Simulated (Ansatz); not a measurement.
Start from `C=C=[CH][GeH3]` and change one atom or group to get `C=C=C[SiH2]C`.

Ansatz, PBE0-D4/def2-TZVP geometries, multiplicity 1. Each molecule was computed in one conformer, which needn't be the lowest.

Scalar relativity is left out up to krypton.

| property | `C=C=[CH][GeH3]` |
| --- | --- |
| HOMO energy (B3LYP/def2-TZVPP) / eV | -7.21 |
| size of the dipole moment (ωB97M-V/def2-TZVPP) / D | 0.28 |
| HOMO–LUMO gap (PBE0/def2-TZVPP) / eV | 7.42 |
| HOMO–LUMO gap (B3LYP/def2-TZVPP) / eV | 6.98 |
| size of the dipole moment (PBE/def2-TZVPP) / D | 0.29 |
| LUMO energy (ωB97M-V/def2-TZVPP) / eV | 2.07 |

(1) What does the change do to each property? (Best estimate.)

## Answers

(1) Ansatz gave: 
```
                                          property  `C=C=C[SiH2]C`  shift
               HOMO energy (B3LYP/def2-TZVPP) / eV           -7.21   0.00
size of the dipole moment (ωB97M-V/def2-TZVPP) / D            0.73   0.45
              HOMO–LUMO gap (PBE0/def2-TZVPP) / eV            7.37  -0.05
             HOMO–LUMO gap (B3LYP/def2-TZVPP) / eV            6.93  -0.05
    size of the dipole moment (PBE/def2-TZVPP) / D            0.73   0.44
             LUMO energy (ωB97M-V/def2-TZVPP) / eV            2.01  -0.06
```

Dipoles are sizes alone; their direction can turn.

B3LYP here is the variant with VWN-RPA as its local correlation; programs differ in this.
